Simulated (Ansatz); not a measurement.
C₇H₈, charge +1, doublet, at a GFN2-xTB geometry (a state made from the parent by changing its charge; the spin is typed, not shown lowest); SC-NEVPT2/STO-3G, CASSCF(5,6) (Ansatz, a program for electronic structure).

Input for Ansatz:
Ansatz 0.2 input:
```yaml
crystal:
  periodic: [false, false, false]
  atoms:
    - {symbol: C, position_ang: [1.18035953, -0.47810279, 0.63304807]}
    - {symbol: C, position_ang: [0.79182697, 0.81134775, 0.85866504]}
    - {symbol: C, position_ang: [-0.27664824, 1.14106690, -0.15700621]}
    - {symbol: C, position_ang: [-1.32337656, 0.24370747, 0.46028460]}
    - {symbol: C, position_ang: [-0.93484400, -1.04574307, 0.23466763]}
    - {symbol: C, position_ang: [0.36658293, -0.99366995, -0.53052412]}
    - {symbol: C, position_ang: [0.17741090, 0.29076457, -1.35626598]}
    - {symbol: H, position_ang: [1.89297955, -1.06183834, 1.18950110]}
    - {symbol: H, position_ang: [1.12768482, 1.47799951, 1.63390009]}
    - {symbol: H, position_ang: [-0.52797560, 2.18339199, -0.30775952]}
    - {symbol: H, position_ang: [-2.18079420, 0.59012942, 1.01077645]}
    - {symbol: H, position_ang: [-1.41549946, -1.94970842, 0.56637746]}
    - {symbol: H, position_ang: [0.70191175, -1.89832230, -1.02194280]}
    - {symbol: H, position_ang: [-0.58859301, 0.19416006, -2.12327711]}
    - {symbol: H, position_ang: [1.10241692, 0.64796289, -1.80478989]}
basis:
  gaussian:
    orbitals: STO-3G
total_charge: 1
correlation: {method: sc_nevpt2, electrons: all, active_space: {window: {electrons: 5, orbitals: 6}}}
magnetization: {spin_polarized: false, initial_magnetization: 1}
```

**Question.** Write the output that Ansatz gives for this input, abridged.

**Answer.** 
```
Functional definition: HF
614 factors; integrals over basis functions are off by at most 3.6e-5 eV
mean field evaluation 1: about -7242.0681 eV, gradient 1.7e1 eV
mean field evaluation 2: about -7242.4762 eV, gradient 1.7e1 eV
mean field evaluation 4: about -7243.6587 eV, gradient 6.2e-1 eV
mean field evaluation 8: about -7243.6594 eV, gradient 3.0e-6 eV
mean field evaluation 16: about -7242.5194 eV, gradient 7.7e0 eV
mean field -7243.65942988 eV, -266.1995741194 hartree, gradient 7.9e-7 eV, S^2 0.750000; 2 other end points of the search recorded, 0 dependent functions left out
reference -7243.65942988 eV, -266.1995741194 hartree; 25, 24 occupied and 18, 19 virtual orbitals, 614 factors
state -7245.41302352 eV, -266.2640174971 hartree
state -7245.41302352 eV, -266.2640174971 hartree; corrected -7254.37856639 eV, -266.5934951204 hartree
Total energy: -7254.37856639 eV, -266.5934951204 hartree
```
